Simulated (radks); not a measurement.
Q: The ytterbium ion Yb4+, 66 electrons, occupied as [Xe] 4f12. All-electron calculation, non-relativistic Kohn-Sham, PBE, spin-polarised, spherical densities, point nucleus; open shells are filled with parallel spins first (spin-orbit coupling, left out, can overturn this in heavy ions); relativity is left out, which matters for an element this heavy. Program: a radial shooting solver on a logarithmic mesh with Libxc functionals. Some entries of the table are withheld. Estimate them.

orbital,occ.,eigenvalue (eV),r(max) (bohr),<r> (bohr)
1s down,1,-56812.39,0.01436,0.02165
1s up,1,-56812.39,0.01436,0.02165
2s up,1,-9260.848,0.07840,0.09173
2s down,1,-9260.802,0.07840,0.09173
2p up,3,-8854.495,0.06093,0.07767
2p down,3,-8854.468,0.06093,0.07767
3s up,1,-2115.615,0.2165,0.2344
3s down,1,-2114.359,0.2164,0.2343
3p up,3,-1930.116,0.2043,0.2243
3p down,3,-1928.978,0.2043,0.2242
3d up,5,-1584.412,0.1619,0.1975
3d down,5,-1583.603,0.1619,0.1974
4s up,1,-449.5193,0.4896,0.5252
4s down,1,-447.5529,0.4897,0.5254
4p up,3,-373.9840,0.4920,0.5347
4p down,3,-372.0286,0.4920,0.5350
4d up,5,(1),0.4919,0.5580
4d down,5,(2),0.4920,0.5585
5s up,1,-93.2731,1.134,1.253
5s down,1,-92.5984,1.138,1.258
5p up,3,-71.7732,1.225,1.379
5p down,3,-71.2395,1.229,1.385
4f up,7,(3),0.4682,0.6705
4f down,5,(4),0.4691,0.6759

A: 
(1) 4d up eigenvalue (eV): -237.5087
(2) 4d down eigenvalue (eV): -235.5718
(3) 4f up eigenvalue (eV): -64.0254
(4) 4f down eigenvalue (eV): -62.2134
